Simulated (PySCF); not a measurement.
Relaxation of quartet H2TcO

Computed with PySCF, UPBE0, basis Tc def2-TZVP with ECP28, O def2-TZVP, H def2-TZVP (scalar-relativistic core potentials, no spin–orbit coupling, density fitting). A (50,194) grid was used.

A hand-made trigonal planar start, of C2v symmetry, held to at least that symmetry:

```xyz
4
charge 0 multiplicity 4, angstrom
Tc    0.1142    0.1978    0.0000
O    -0.7708   -1.3351    0.0000
H     1.7142    0.1978    0.0000
H    -0.6858    1.5834    0.0000
```

**Question.** What forces act on the atoms at the start (eV/Å)?

**Answer.** 
```
atom     Fx     Fy    Fz
 Tc1  -2.41  -4.16  0.00
  O2   2.01   3.48  0.00
  H3   1.12  -0.19  0.00
  H4  -0.72   0.87  0.00
```

**Question.** What does it relax to?

**Answer.** It ends at C2v with Tc–H 1.678 Å (×2), Tc–O 1.667 Å; H–Tc–H 126.3°, H–Tc–O 116.8° (×2). A frequency run shows 1 imaginary mode, down to 364i cm⁻¹, so it is a saddle point. Other isomers or separated fragments may lie lower.

**Question.** How much energy is released, and in how many steps?

**Answer.** 31.5 kJ/mol in 6 steps.

Other spin states or occupations of the open shell can lie lower.

The relaxation took 30 s on 2 threads of a shared Intel Xeon @ 2.70GHz host, with 83 basis functions and 7 gradients; the process peaked at 0.56 GiB. Launch command: `OMP_NUM_THREADS=2 python axn.py task.json out`.
